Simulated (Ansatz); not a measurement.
Ideal-gas functions of F2H3OSi2 (`F[Si](F)O[SiH3]`) radical at 500 K and 1 bar, from an Ansatz frequency run at PBE0-D4/def2-TZVP.

Molar mass 113.19 g/mol, point group C1 (symmetry number 1), electronic degeneracy 2, moments of inertia 74.023, 299.671, 355.13 u Å². Harmonic wavenumbers (cm⁻¹, unscaled): 22, 28, 66, 260, 290, 381, 619, 725, 731, 872, 938, 954, 956, 976, 1153, 2240, 2249, 2258.

Use S(trans) = R[1.5 ln M + 2.5 ln T − 1.1517]; rotational temperatures θ = 24.2544 K / I; S(rot) = R[ln(√π/σ · √(T³/θAθBθC)) + 1.5]; for each mode x = 1.438777 ν̃/T, S = R[x/(eˣ − 1) − ln(1 − e⁻ˣ)] and H = RT x/(eˣ − 1); 1 cm⁻¹ = 0.0119627 kJ/mol; R = 8.31446 J/(mol·K).

**Question.** By hand: the entropy, in J/(mol·K).

**Answer.** Translation 178.6. Rotation: θ = 0.3277, 0.0809, 0.0683 K, giving 121.0. Vibration, mode by mode: 31.26, 29.26, 22.14, 10.92, 10.06, 7.95, 4.53, 3.56, 3.51, 2.55, 2.20, 2.12, 2.11, 2.02, 1.34, 0.10, 0.10, 0.09, in all 135.8. Electronic 5.8. Sum 441.2 J/(mol·K).

**Question.** By hand: H − E and G − E in kJ/mol, counted from the electronic energy.

**Answer.** Zero-point energy ½ × 15718 × 0.0119627 = 94.0; thermal vibration 28.2; translation, rotation and pV give 4 RT = 16.6. H − E = 138.8 kJ/mol, and G − E = 138.8 − 500 × 441.2/1000 = -81.8 kJ/mol.

Vibration gives 31 % of the entropy, 82.7 J/(mol·K) of it from the modes under 150 cm⁻¹: soft modes count most, and the harmonic formula is weakest for them. The sum counts one conformer and one mirror image; others add a mixing term.
